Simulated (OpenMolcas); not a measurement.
The numbers below are computed, except where a source is named.
## Cr4+: input and output

Cr4+ with 6 ligands (sulfide) in trigonal antiprismatic coordination (D3d) at 2.33 Å, a polar angle of 58.0° against the regular 54.74°. A charge of +1.33 e stands 2.8 Å behind each ligand. Ligand basis ANO-RCC-VDZP. With inversion symmetry the input lists one of each pair of outer charges.

Input:

```
&GATEWAY
Coord
7

Cr 0.0 0.0 0.0
S 0.000000 1.976377 1.234031
S -1.711593 -0.988189 1.234031
S 1.711593 -0.988189 1.234031
S 0.000000 -1.976377 -1.234031
S 1.711593 0.988189 -1.234031
S -1.711593 0.988189 -1.234031
Basis=Cr.ANO-RCC-VDZP,S.ANO-RCC-VDZP
Group=XYZ
NoMove
AngMom=0.0 0.0 0.0
AMFI
RICD
XField
3 Angstrom 0
0.000000 4.351423 2.716987 1.333333
3.768443 -2.175712 2.716987 1.333333
3.768443 2.175712 -2.716987 1.333333
&SEWARD
&RASSCF
FileOrb=start.orb
Symmetry=1
Spin=3
nActEl=2 0 0
Inactive=30 33
Ras2=5 0
CIRoot=10 10 1
SDav=10
CIMx=300
Iter=150 100
PrWF=0.3
OrbListing=Nothing
MaxOrb=0
LevShft=1.0
>>> COPY $Project.JobIph JOB001
&RASSCF
FileOrb=start.orb
Symmetry=1
Spin=1
nActEl=2 0 0
Inactive=30 33
Ras2=5 0
CIRoot=15 15 1
SDav=15
CIMx=300
Iter=150 100
PrWF=0.3
OrbListing=Nothing
MaxOrb=0
LevShft=1.0
>>> COPY $Project.JobIph JOB002
&RASSI
NrOfJobIphs=2 10 15
1 2 3 4 5 6 7 8 9 10
1 2 3 4 5 6 7 8 9 10 11 12 13 14 15
IphNames
JOB001
JOB002
EJob
SpinOrbit
DIPRint=1.0
SOCoupling=1000.0
Subsets=2
Property=9
'ANGMOM' 1 'ANGMOM' 2 'ANGMOM' 3 'MLTPL  1' 1 'MLTPL  1' 2 'MLTPL  1' 3
'AMFI' 1 'AMFI' 2 'AMFI' 3
SOProperty=3
'ANGMOM' 1 'ANGMOM' 2 'ANGMOM' 3
```

Launched by
```bash
OMP_NUM_THREADS=1 MOLCAS_MEM=2457 MOLCAS_PROJECT=a pymolcas a.inp > a.log  # once for each step of the input, in one work folder
```

A driver script runs the steps one by one and writes start.orb anew before each from the orbitals found so far.

Output, cut to the results:

```
--- SEWARD ---
Basis set label: CR.ANO-RCC...5S4P2D1F.

      Electronic valence basis set:
      ------------------
      Associated Effective Charge  24.000000 au
      Associated Actual Charge     24.000000 au
      Nuclear Model: Point charge

      Shell  nPrim  nBasis  Cartesian Spherical Contaminant
         s      21       5        X
         p      15       4        X
         d      10       2                 X
         f       6       1                 X
                  Relativistic Douglas-Kroll-Hess integrals:
                    - DKH order of Hamiltonian: 2
                    - DKH order of Properties : 0
                  Atomic mean-field integrals
--- RASSCF ---
Wave function specifications:
      -----------------------------

      Number of closed shell electrons         126
      Number of electrons in active shells       2
      Max number of holes in RAS1 space          0
      Max nr of electrons in RAS3 space          0
      Number of inactive orbitals               63
      Number of active orbitals                  5
      Number of secondary orbitals              74
      Spin quantum number                      1.0
      State symmetry                             1
Orbital specifications:
      -----------------------

      Symmetry species                           1   2
                                                ag  au
      Frozen orbitals                            0   0
      Inactive orbitals                         30  33
      Active orbitals                            5   0
      RAS1 orbitals                              0   0
      RAS2 orbitals                              5   0
      RAS3 orbitals                              0   0
      Secondary orbitals                        34  40
      Deleted orbitals                           0   0
      Number of basis functions                 69  73
      Number of CSFs                            10
      Number of root(s) required                10
      Iter CI   SX   CI       RASSCF       Energy    max ROT     max BLB   max BLB  Level Ln srch  Step   QN
          iter iter root      energy       change     param      element    value   shift minimum  type update
 Nr of preliminary CI iterations:   1
      Total energies have been shifted. Add                -3000.00 au
        1   1   10    0  -442.31430996    0.00E+00  -1.24E-01*   6  46 2 -4.83E-01*  1.50   0.00    SX    NO
        2   1   11    0  -443.52665980   -1.21E+00* -5.66E-02   26  62 1 -1.95E-01*  1.22   0.00    SX    NO
        3   1   12    0  -444.10594680   -5.79E-01* -5.29E-02   13  49 2 -1.18E-01*  1.02   0.00    SX    NO
        4   1   12    0  -444.37227843   -2.66E-01* -3.89E-02   10  32 1  7.49E-02*  0.87   0.00    SX    NO
        5   1   12    0  -444.48412006   -1.12E-01* -3.45E-02   10  32 1  4.49E-02*  0.79   2.28    LS   YES
        6   1   12    0  -444.53323679   -4.91E-02* -3.09E-02    4  34 2 -3.47E-02*  0.72   1.44    QN   YES
        7   1   12    0  -444.56104747   -2.78E-02* -2.10E-02    8  44 1  2.36E-02*  0.73   1.80    QN   YES
        8   1   11    0  -444.57567093   -1.46E-02* -1.10E-02    8  44 1  1.35E-02*  0.72   1.59    LS   YES
        9   1   11    0  -444.57798421   -2.31E-03*  4.47E-03    9  49 2  1.11E-02*  0.72   1.13    QN   YES
       10   1   11    0  -444.58061623   -2.63E-03* -5.28E-03    5  35 2  7.10E-03*  0.73   1.68    QN   YES
        ...
       21   1    7    0  -444.58221916   -7.04E-08*  7.87E-05    8  34 1  3.65E-05   0.73   1.66    QN   YES
       22   1    7    0  -444.58221920   -4.35E-08*  5.61E-05   15  50 2  2.66E-05   0.73   1.60    QN   YES
       23   1    6    0  -444.58221923   -2.28E-08*  3.27E-05    9  47 2 -2.25E-05   0.73   1.52    QN   YES
       24   1    6    0  -444.58221924   -9.48E-09   1.35E-05   10  43 1 -1.04E-05   0.73   1.47    QN   YES
      Convergence after 24 iterations
       25   1    6    0  -444.58221924   -3.28E-09   1.35E-05   22  49 2 -4.89E-06   0.73   1.47    QN   YES
      Natural orbitals and occupation numbers for root  1
      sym 1:   0.000687   0.000687   0.999313   0.999313  -0.000000
      Natural orbitals and occupation numbers for root  2
      sym 1:   0.016761   0.000000   0.983239   0.016761   0.983239
      Natural orbitals and occupation numbers for root  3
      sym 1:   0.983239  -0.000000   0.983239   0.016761   0.016761
::    RASSCF root number  1 Total energy:  -3444.64187646
::    RASSCF root number  2 Total energy:  -3444.63944671
...
--- RASSI ---
SPIN-FREE ENERGIES:
  (Shifted by EMIN (a.u.) =      -3444.6418764622)

 SF State       Relative EMIN(au)   Rel lowest level(eV)    D:o, cm**(-1)

     1             0.0000000000        0.0000000000              0.0000
     2             0.0024297547        0.0661169945            533.2695
     3             0.0024297637        0.0661172378            533.2715
     4             0.0529681139        1.4413358052          11625.1573
     5             0.0529681378        1.4413364573          11625.1625
     6             0.0536177185        1.4590124491          11767.7290
    11             0.0622755046        1.6946028103          13667.8934
    12             0.0622755124        1.6946030228          13667.8951
    13             0.0631559028        1.7185596637          13861.1185
    14             0.0656592185        1.7866783551          14410.5328
    15             0.0656592305        1.7866786822          14410.5354
     7             0.1007382028        2.7412261460          22109.4799
     8             0.1007382437        2.7412272588          22109.4889
     9             0.1030271034        2.8035103052          22611.8355
    16             0.1085627849        2.9541438709          23826.7772
    17             0.1095242593        2.9803069237          24037.7964
    18             0.1095242829        2.9803075641          24037.8016
    19             0.1206494056        3.2830375751          26479.4838
    20             0.1206494360        3.2830384029          26479.4905
    21             0.1209087740        3.2900953502          26536.4086
    22             0.1250451864        3.4026528662          27444.2462
    10             0.1276551790        3.4736743826          28017.0734
    23             0.1703774072        4.6362054355          37393.5186
    24             0.1703774080        4.6362054556          37393.5188
    25             0.2384117978        6.4875155162          52325.3414
...
```

Spin-orbit levels above the lowest (labels of D3, the rotations of D3d):

| E (cm-1) | Degeneracy | Label | 2S+1 | g |
| --- | --- | --- | --- | --- |
| 0.0 | 1 | A1 | 3 |  |
| 25.2 | 2 | E | 3 | 0.00 0.00 3.31 |
| 455.0 | 2 | E | 3 | 0.00 0.00 1.78 |
| 678.2 | 2 | E | 3 | 0.00 0.00 1.62 |
| 783.3 | 1 | A2 | 3 |  |
| 870.8 | 1 | A1 | 3 |  |
| 11619 | 1 | A2 | 3 |  |
| 11631 | 1 | A1 | 3 |  |
| 11654 | 2 | E | 3 | 0.00 0.00 1.38 |
| 11778 | 2 | E | 3 | 0.00 0.00 4.79 |
| 11895 | 2 | E | 3 | 0.00 0.00 3.39 |
| 11910 | 1 | A2 | 3 |  |
| 13794 | 2 | E | 1 | 0.00 0.00 0.96 |
| 13984 | 1 | A1 | 1 |  |
| 14501 | 2 | E | 1 | 0.00 0.00 0.58 |
| 22049 | 1 | A1 | 3 |  |
| 22098 | 1 | A2 | 3 |  |
| 22185 | 2 | E | 3 | 0.00 0.00 1.52 |
| 22308 | 2 | E | 3 | 0.00 0.00 5.37 |
| 22726 | 2 | E | 3 | 0.00 0.00 3.89 |

Without dynamic correlation the repulsion within the d shell is too large (B by tens of per cent), so at a given field states of lower spin stand too high. The least metal-like active orbital is 69 % on the metal (Löwdin) and no ligand orbital is active, so the numbers are rough. The sulfide ions are held by bare point charges, a crude embedding. Ligand-to-metal charge-transfer states are missing. This ion would oxidise such ligands; the complex is a model and need not exist. With no ligand orbital active B as a rule stays too high, so bands that hang on it stand too high and its fall with covalency is understated. With metal d orbitals alone and no dynamic correlation the field as a rule comes out too small, by tens of per cent, by up to half for chloride and softer ligands. No measured value stands beside these numbers; the geometry was imposed, not optimised, and the real ion may take another.

The RASSCF and RASSI steps took 23 s on 1 thread of Arm Neoverse V2, with other jobs on the host; the integral step is not counted.

With an even number of electrons the g values are those of a degenerate or nearly degenerate non-Kramers pair.
